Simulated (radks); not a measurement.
Task: Successive ionisation energies (eV) of one element, from differences of total energies of ions in their ground configurations, starting at charge 27: 1440.0, 1501.8, 1628.2, 1684.7, 4019.6, 4190.7. All-electron calculation, Dirac Kohn-Sham, LDA (Slater exchange, Perdew-Wang correlation), spin-unpolarised, spherical densities, finite nucleus; open shells fill j = l - 1/2 first; Fermi nuclear charge, rms radius 4.324 fm. Program: a radial shooting solver on a logarithmic mesh with Libxc functionals. Which element is it?

Result: Niobium (Z = 41). The first species listed is Nb27+ in [Ne] 3s2 3p2, the last Nb32+ in [He] 2s2 2p5.
